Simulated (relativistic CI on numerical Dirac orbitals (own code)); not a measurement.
**What each ingredient does to the levels of Tb30+**

Base calculation: Dirac-Coulomb-Breit CI, separate exchange-only KLI orbitals for each configuration, model QED (radiative potential, 1s self-energy scaled to tabulated hydrogen-like ionisation energies), unscaled Slater integrals.

Configurations in the expansion (outside the closed core [Ar] 3d10): 4s²4p⁵, 4s4p⁶, 4s²4p⁴4d, 4s4p⁵4d, 4s²4p⁴4f, 4s4p⁵4f, 4p⁶4d, 4s4p⁴4d², 4s²4p³4d4f, 4p⁶4f, 4p⁵4d², 4p⁴4d³, 4p⁴4d²4f. Double excitations out of closed p, d and f shells are left out; levels of such configurations are missing from the list, as are those of other unlisted configurations, and high levels can miss mixing partners.

Variants: (1) configuration mixing switched off; (2) non-relativistic limit. Shifts of the energy above 4s²4p⁵ ²P°3/2, in cm⁻¹, for the lowest level and the first level of each name with at least 55 % of one term (blank where a level changes its place among those of its configuration and J or its character, or is not in the variant):

```
           Level     Base    Δ(1)     Δ(2)
   4s²4p⁵ ²P°3/2        0       0        0
   4s²4p⁵ ²P°1/2   366749   +2318  -366749
  4s²4p⁴4d ²D3/2  1026039  +13470         
  4s²4p⁴4d ⁴F9/2  1031035  +12942  -118223
  4s²4p⁴4d ⁴D1/2  1269868  +16930         
  4s²4p⁴4d ²G7/2  1341743  +17124         
  4s²4p⁴4d ²G9/2  1414095  +15772  -459390
  4s4p⁵4d ⁴P°1/2  1955804   -8749  -460856
  4s4p⁵4d ⁴P°3/2  1976502   -3283  -481554
  4s4p⁵4d ⁴F°7/2  1989039  +18433  -481092
  4s4p⁵4d ⁴F°9/2  2024340  +18928  -516393
  4s4p⁵4d ⁴D°7/2  2105208   +7691  -542525
  4s4p⁵4d ²F°7/2  2173032  +13115  -559970
4s²4p⁴4f ⁴G°11/2  2283155  -11039  -122690
```

At this charge energies of transitions that change n are usually good to better than 1 %, and those within a shell (Δn = 0) to a few per cent.

Ionisation energy from the two ground configurations alone: base 1208.2 eV. The NIST ASD value (theoretical) is 1208 eV.

LS names give the leading component of a level, which can be under half, so a name can repeat, a term be missing and a line seem to break the LS rules.
